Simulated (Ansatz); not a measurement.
Species: C₂H₁₁OSi₂ (charge +1, singlet). It need not be the lowest isomer of its formula. 
Structure (B3LYP-D3(BJ)/def2-TZVP (Ansatz, a first-principles code) minimum search):
SMILES: C[SiH2][OH+][SiH2]C
```xyz
16

C     -2.4121     0.7890    -0.9351
Si    -1.3642    -0.6531    -0.4821
O     -0.2156    -0.0908     0.7822
Si     1.5852    -0.2324     0.7963
C      2.2217     0.9528    -0.4577
H     -1.8160     1.6172    -1.3209
H     -3.0068     1.1409    -0.0896
H     -3.1121     0.4853    -1.7188
H     -2.0587    -1.7683     0.1753
H     -0.3819    -1.0877    -1.4852
H     -0.6034     0.2442     1.6046
H      1.7795    -1.6542     0.4853
H      1.8443     0.1073     2.2028
H      1.8781     0.7045    -1.4632
H      3.3145     0.9049    -0.4651
H      1.9355     1.9795    -0.2243
```
Charge +1, spin multiplicity 1.

Parts of the frozen-core correlation energy in STO-3G (Ansatz, hartree). Frozen orbitals: 13; correlated occupied orbitals by spin: 16 and 16; virtual: 15 and 15. Spin-orbit coupling is left out. No relativistic terms.

| term | value |
|---|---|
| reference (HF) | -726.22685 |
| MP2 opposite-spin | (withheld) |
| MP2 same-spin | -0.02279 |
| CCSD correlation | (withheld) |
| (T) | (withheld) |
| T1 diagnostic | 0.005 |
| largest doubles amplitude | 0.038 |

Problem. Fill in the missing entries.

Solution. 
- MP2 opposite-spin, value: -0.20037
- CCSD correlation, value: -0.29585
- (T), value: -0.00309
